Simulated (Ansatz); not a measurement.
`F[Si](Cl)(Cl)Cl` + HI → `Cl[Si](Cl)(Cl)I` + H–F at 298.15 K and 1 bar (ligand exchange at the Si–F bond).

Gas-phase electronic energies from Ansatz, PBE0-D4/def2-TZVP geometries. CBS: MP2 limit from def2 TZ/QZ plus the TZ coupled-cluster correction, frozen cores. This one scheme is used for every species. Elements past krypton have def2 core potentials. For I outer-core shells are correlated without core-valence functions, which leaves a few kJ/mol of doubt a bond.

| species | CCSD(T)/CBS energy (Eh) | H − E (kJ/mol) | S (J/(mol·K)) |
| --- | --- | --- | --- |
| `F[Si](Cl)(Cl)Cl` | -1768.43208 | 41.1 | 331.5 |
| HI | -298.03592 | 22.7 | 206.5 |
| `Cl[Si](Cl)(Cl)I` | -1966.04944 | 37.7 | 364.2 |
| H–F | -100.39570 | 33.5 | 173.6 |

H − E and S are ideal-gas, rigid-rotor, harmonic terms from PBE0-D4/def2-TZVP. 1 Eh = 2625.50 kJ/mol, R = 8.31446 J/(mol·K).

By hand: ΔE, ΔH, ΔS and ΔG.

ΔE = (-1966.04944) + (-100.39570) − (-1768.43208) − (-298.03592) = 0.02286 Eh = 60.0 kJ/mol. Δ(H − E) = 37.7 + 33.5 − 41.1 − 22.7 = 7.4, so ΔH = 67.4 kJ/mol. ΔS = 364.2 + 173.6 − 331.5 − 206.5 = -0.2 J/(mol·K). ΔG = 67.4 − 298.15 × (-0.2)/1000 = 67.5 kJ/mol.

By hand: the equilibrium constant, and the temperature at which ΔG would vanish if ΔH and ΔS stayed fixed.

log₁₀ K = −ΔG/(RT ln 10) = -11.8. ΔH and −TΔS have one sign here, so there is no such temperature.

The number of gas molecules stays the same, so ΔS is small and ΔH decides. A doubt of 5 kJ/mol in ΔE shifts log₁₀ K by 0.9 here. These are equilibria of isolated gas molecules and say nothing of rates. Largest T1 diagnostic: 0.010 (customary marks: 0.02 for closed shells, 0.045 for open ones).

ΔS is within the doubt of such terms, so its sign, and with it that verdict, could turn.
